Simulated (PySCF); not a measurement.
C5H15AlOSi

C5H15AlOSi is a molecule, neutral, singlet. The structure, one conformer, was relaxed in the gas phase by PBE0-D3(BJ)/def2-SVP. No frequency run checks that it is a minimum.

SMILES: [CH3][Al]([CH3])[O][Si](C)(C)C

Coordinates in Å:
```
C1     -0.984    2.467    0.260
Si2    -0.010    1.013    0.939
C3     -0.814    0.373    2.510
C4      1.760    1.531    1.292
O5     -0.003   -0.196   -0.192
Al6     0.010   -1.448   -1.346
C7     -1.465   -2.728   -1.313
C8      1.494   -1.503   -2.615
H9     -1.014    3.299    0.982
H10    -0.532    2.843   -0.671
H11    -2.023    2.174    0.039
H12    -1.848    0.047    2.317
H13    -0.258   -0.488    2.913
H14    -0.844    1.151    3.291
H15     1.799    2.333    2.047
H16     2.349    0.681    1.671
H17     2.252    1.901    0.379
H18    -1.621   -3.129   -0.297
H19    -1.312   -3.578   -1.996
H20    -2.411   -2.239   -1.601
H21     1.427   -2.353   -3.311
H22     2.462   -1.573   -2.089
H23     1.537   -0.578   -3.216
```

Shieldings: GIAO PBE0/pcSseg-1. Shifts are against computed references at the same level: C TMS (σ 184.4 ppm), H TMS (σ 31.27 ppm), Si TMS (σ 352.0 ppm). Core levels by delta-SCF with SCAN, pcX-2 on the ionised atom and pcseg-1 elsewhere, spin-free X2C (2p3/2 is the spin-free 2p value less a third of a first-order spin-orbit splitting); from the vacuum level, for chosen atoms.

Question: Give the NMR and core-level values of the distinct atoms.

Answer: 
```
      atoms    bonded to  σ (ppm)  δ (ppm)  core level (eV)
         C1   1 Si + 3 H    181.6      2.8        1s 289.71
        Si2    3 C + 1 O    342.2      9.8     2p3/2 106.15
         C3   1 Si + 3 H    181.7      2.7        1s 289.69
         C4   1 Si + 3 H    181.8      2.7        1s 289.68
         O5  1 Al + 1 Si    226.0        -        1s 536.48
        Al6    2 C + 1 O    356.4        -                -
         C7   1 Al + 3 H    194.7    -10.3                -
         C8   1 Al + 3 H    194.8    -10.4                -
 H9 H10 H11          1 C    31.22     0.05                -
H12 H13 H14          1 C    31.20     0.07                -
H15 H16 H17          1 C    31.20     0.07                -
H18 H19 H20          1 C    31.71    -0.44                -
H21 H22 H23          1 C    31.71    -0.44                -
```

Values are those of this one static structure, with the three H of a rotating XH3 group averaged; atoms that internal rotation interchanges would show their mean in an NMR spectrum.

Question: By CAM-B3LYP/def2-SVPD (TDDFT singlets, Tamm-Dancoff triplets, ionisation by delta-SCF), where does absorption start, and what does vertical ionisation take?

Answer: The first singlet with intensity lies at 6.43 eV (f 0.143); what lies below it is dark. The lowest singlet lies at 6.00 eV (f 0.000), the strongest of the first 6 at 6.43 eV (f 0.143), the lowest triplet at 5.72 eV; vertical ionisation takes 9.39 eV.

The 3 runs behind this took 5.8 min in all, one thread each of Intel Xeon 6975P-C on a shared host, launched as `OMP_NUM_THREADS=1 python cluster_run.py task.json out`.
